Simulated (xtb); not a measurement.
Input file for xtb: GFN-FF on H2SeTe (SMILES [SeH][TeH]), a point of a torsion scan.

```
$ xtb mol.xyz --gfnff --sp --chrg 0 --uhf 0
4

Se    -1.22248188     0.63211207     0.35481252
Te     1.17302245     0.65975266    -0.33742630
H     -1.65950085    -0.50970622    -0.41555546
H      0.79920729     0.87320482    -1.92503099
```

Output:

```
[...]
           -------------------------------------------------
          |                Calculation Setup                |
           -------------------------------------------------



          ==================== Thresholds ====================
          CN  :   150.00000
          rep :   500.00000
          disp:  2500.00000
          HB1 :   250.00000
          HB2 :   450.00000

          Pauling EN used:
          Z : 1  EN :  2.20
          Z :34  EN :  2.55
          Z :52  EN :  2.10
          electric field strengths (au): 0.000

           -------------------------------------------------
          |           Force Field Initialization            |
           -------------------------------------------------

          distances ...
          ----------------------------------------
          generating topology and atomic info file ...
          pair mat ...
          computing topology distances matrix with Floyd-Warshall algo ...
          making topology EEQ charges ...
          #fragments for EEQ constrain: 1
          ----------------------------------------
          generating topology and atomic info file ...
          pair mat ...
          computing topology distances matrix with Floyd-Warshall algo ...
          making topology EEQ charges ...
          #fragments for EEQ constrain: 1
          rings ...
          # BATM   2
          # H in HB   2

  atom   neighbors  erfCN metchar sp-hybrid imet pi  qest     coordinates
    1  Se      2    1.90   0.00         3    0    0  -0.137   -2.310156    1.194519    0.670498
    2  Te      2    1.89   0.02         3    0    0   0.051    2.216691    1.246752   -0.637643
    3  H       1    0.97   0.00         0    0    0   0.063   -3.136002   -0.963205   -0.785286
    4  H       1    0.96   0.01         0    0    0   0.022    1.510283    1.650118   -3.637781

          #atoms :   4
          #bonds :   3
          #angl  :   2
          #tors  :   1
          #nmol  :   1
          #optfrag :   1
           -------------------------------------------------
          |                   G F N - F F                   |
          |          A general generic force-field          |
          |                  Version 1.0.3                  |
           -------------------------------------------------
          Number of HB bonds (bound hydrogen)     0
          Number of HB bonds (unbound hydrogen)   0
          Number of XB bonds                      0

 E+G (total)                   0 d,  0 h,  0 min,  0.000 sec
 distance/D3 list               ...        0 min,  0.000 sec (  1.294%)
 non bonded repulsion           ...        0 min,  0.000 sec ( 16.711%)
 dCN                            ...        0 min,  0.000 sec (  3.123%)
 EEQ energy and q               ...        0 min,  0.000 sec ( 14.224%)
 D3                             ...        0 min,  0.000 sec ( 14.111%)
 EEQ gradient                   ...        0 min,  0.000 sec (  8.226%)
 bonds                          ...        0 min,  0.000 sec (  8.163%)
 bend and torsion               ...        0 min,  0.000 sec ( 11.935%)
 bonded ATM                     ...        0 min,  0.000 sec (  4.151%)
 HB/XB (incl list setup)        ...        0 min,  0.000 sec ( 11.755%)

         :::::::::::::::::::::::::::::::::::::::::::::::::::::
         ::                     SUMMARY                     ::
         :::::::::::::::::::::::::::::::::::::::::::::::::::::
         :: total energy              -0.199319701514 Eh    ::
         :: gradient norm              0.011291758046 Eh/a0 ::
         ::.................................................::
         :: bond energy               -0.213928269269 Eh    ::
Note: The following floating-point exceptions are signalling: IEEE_UNDERFLOW_FLAG IEEE_DENORMAL
normal termination of xtb
         :: angle energy               0.001169815221 Eh    ::
         :: torsion energy             0.001571506505 Eh    ::
         :: repulsion energy           0.017122859338 Eh    ::
         :: electrostat energy        -0.003724922431 Eh    ::
         :: dispersion energy         -0.001529254052 Eh    ::
         :: HB energy                  0.000000000000 Eh    ::
         :: XB energy                  0.000000000000 Eh    ::
         :: bonded atm energy         -0.000001436826 Eh    ::
         :: external energy            0.000000000000 Eh    ::
         :: add. restraining           0.000000000000 Eh    ::
         :: total charge              -0.000000000000 e     ::
         :::::::::::::::::::::::::::::::::::::::::::::::::::::

           -------------------------------------------------
          |                Property Printout                |
           -------------------------------------------------

molecular dipole:
                 x           y           z       tot (Debye)
 q only:        0.293      -0.152      -0.303       1.138

           -------------------------------------------------
          | TOTAL ENERGY               -0.199319701514 Eh   |
          | GRADIENT NORM               0.011291758046 Eh/α |
           -------------------------------------------------
########################################################################
[WARNING] Runtime exception occurred
-1- gfnff_setup: Could not read topology file.
########################################################################

------------------------------------------------------------------------
------------------------------------------------------------------------
 total:
 SCF:
```

The run finished.

Cost: roughly 0.010 core-seconds.
